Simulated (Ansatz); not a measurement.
Start from `C=C[CH2][InH2]` and change one atom or group to get `C=CCCl`.

Ansatz, PBE0-D4/def2-TZVP geometries, multiplicity 1. Each molecule was computed in one conformer, which needn't be the lowest.

Elements past krypton have def2 core potentials.

```csv
property,`C=C[CH2][InH2]`
LUMO energy (PBE/def2-TZVPP) / eV,-1.77
HOMO energy (PBE/def2-TZVPP) / eV,-5.45
HOMO–LUMO gap (PBE0/def2-TZVPP) / eV,5.35
HOMO–LUMO gap (ωB97M-V/def2-TZVPP) / eV,8.81
HOMO–LUMO gap (PBE/def2-TZVPP) / eV,3.69
HOMO energy (PBE0/def2-TZVPP) / eV,-6.39
```

**Question.** What does the change do to each property? (Best estimate.)

**Answer.** The calculation gave: 
```tsv
property	`C=CCCl`	shift
LUMO energy (PBE/def2-TZVPP) / eV	-1.47	0.30
HOMO energy (PBE/def2-TZVPP) / eV	-6.75	-1.30
HOMO–LUMO gap (PBE0/def2-TZVPP) / eV	7.50	2.15
HOMO–LUMO gap (ωB97M-V/def2-TZVPP) / eV	11.88	3.07
HOMO–LUMO gap (PBE/def2-TZVPP) / eV	5.28	1.59
HOMO energy (PBE0/def2-TZVPP) / eV	-7.92	-1.53
```

With PBE0 the HOMO falls by 1.53 eV and the LUMO rises by 0.61 eV, so the gap widens by about 2.14 eV. PBE moves the HOMO by -1.30 eV and ωB97M-V by -1.72 eV. The zero-point energy changes by -25.6 kJ/mol with -6 modes.
